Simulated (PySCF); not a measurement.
## Bond length, frequency and bond energy of MgAs⁻ by level of theory

State: ³Π (triplet), unpaired electrons σ ↑, π ↑. Set-up: Mg aug-cc-pVDZ, As aug-cc-pVDZ-PP with ECP10; scalar-relativistic core potentials (PySCF 2.14). De refers to Mg + As⁻ in their high-spin ground configurations, without counterpoise correction. The functionals are run spin-unrestricted. A positive dipole points towards As; it is taken about the centre of mass and depends on that origin. Levels whose curve was spin-contaminated or gave no clean fit are not listed.

```tsv
Level	Re (Å)	ωe (cm⁻¹)	De (eV)	μ (D)
PBE	2.534	283	1.45	2.06
BLYP	2.560	266	1.18	1.95
TPSS	2.523	290	1.49	2.01
r²SCAN	2.506	298	1.54	1.77
PBE0	2.515	288	1.38	1.78
MN15	2.561	252	1.18	1.90
```

The bond length runs from 2.506 Å (r²SCAN) to 2.561 Å (MN15). De spans 1.18 eV (BLYP, GGA) to 1.54 eV (r²SCAN, meta-GGA).

Spin–orbit coupling is left out. For an ion De counts to the pair picked by the measured ionisation energies or electron affinities, which need not be the lowest pair at this level. The highest Kohn–Sham level is positive in this anion. Much of that is self-interaction error, but it also means that the finite basis helps to hold the extra electron. The state was picked by a PBE0 search and need not be the measured ground state.

The whole job (state search and all levels along the bond) took about 2.4 min on 1 thread of Arm Neoverse V2 (shared host), peak memory 0.78 GiB.
